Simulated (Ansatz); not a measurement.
`[OH][Ga]([Br])[Br]` + `N[Si](N)(N)F` → `[NH2][Ga]([Br])[Br]` + `N[Si](N)(O)F`  (redistribution)

Gas-phase electronic energies from Ansatz, PBE0-D4/def2-TZVP geometries. CCSD(T)/CBS is the MP2 limit (def2-TZVPP, def2-QZVPP) plus CCSD(T) − MP2 in def2-TZVPP, frozen cores. Functionals use def2-TZVPP. B3LYP here is the variant with VWN-RPA as its local correlation; programs differ in this. HSE06 is defined as in plane-wave codes. For Br, Ga outer-core shells are correlated without core-valence functions, which leaves a few kJ/mol of doubt a bond. Scalar relativity is left out up to krypton. Each species was taken in one conformer, which may not be the lowest.

| level | ΔE (kcal/mol) | difference from CCSD(T)/CBS |
| --- | --- | --- |
| LDA (SPW92) | -9.6 | 1.1 |
| PBE-D4 | -8.4 | 2.3 |
| revPBE-D4 | -7.8 | 2.9 |
| BLYP-D4 | -8.3 | 2.4 |
| r2SCAN-D4 | -9.6 | 1.1 |
| B97M-V | -9.3 | 1.4 |
| PBE0-D4 | -9.5 | 1.2 |
| B3LYP-D4 | -9.4 | 1.3 |
| r2SCANh-D4 | -10.0 | 0.7 |
| r2SCAN0-D4 | -10.4 | 0.3 |
| BHLYP-D4 | -10.5 | 0.2 |
| CAM-B3LYP-D4 | -10.0 | 0.7 |
| ωB97X-V | -9.7 | 1.0 |
| ωB97M-V | -9.8 | 0.9 |
| B2PLYP | -9.7 | 1.0 |
| PBE-QIDH | -10.2 | 0.5 |
| PBE | -8.4 | 2.3 |
| revPBE | -8.1 | 2.6 |
| BLYP | -8.4 | 2.3 |
| r2SCAN | -9.7 | 1.0 |
| PBE0 | -9.5 | 1.2 |
| B3LYP | -9.4 | 1.3 |
| r2SCANh | -10.0 | 0.7 |
| r2SCAN0 | -10.4 | 0.3 |
| HSE06 | -9.5 | 1.2 |
| BHLYP | -10.5 | 0.2 |
| CAM-B3LYP | -10.0 | 0.7 |
| LC-ωPBE | -9.9 | 0.8 |
| RPA@PBE/def2-TZVPP | -9.9 | 0.8 |
| CCSD(T)/def2-SVP | -9.4 | 1.3 |
| HF/def2-TZVPP | -11.3 | -0.6 |
| MP2/def2-TZVPP | -10.2 | 0.5 |
| SCS-MP2/def2-TZVPP | -10.2 | 0.5 |
| CCSD/def2-TZVPP | -10.5 | 0.2 |
| CCSD(T)/def2-TZVPP | -10.2 | 0.5 |
| MP2/def2-QZVPP | -10.5 | 0.2 |
| SCS-MP2/def2-QZVPP | -10.4 | 0.3 |
| HF/CBS(def2) | -11.2 | -0.5 |
| MP2/CBS(def2) | -10.7 | 0.0 |
| CCSD/CBS(def2) | -11.0 | -0.3 |
| CCSD(T)/CBS | -10.7 | 0 |

Largest T1 diagnostic among the species: 0.010.

At CCSD(T), def2-SVP lies +1.3 kcal/mol from the extrapolated value and def2-TZVPP +0.5 kcal/mol. In def2-TZVPP, CCSD(T) changes the Hartree–Fock value by +1.1 kcal/mol (the triples alone add +0.3 kcal/mol) and MP2 by +1.1 kcal/mol. Leaving LDA and LC-ωPBE aside and taking each functional with its dispersion term where it has one, the values spread over 2.7 kcal/mol, from BHLYP-D4 to revPBE-D4. LDA lies −1.2 kcal/mol from PBE without D4.
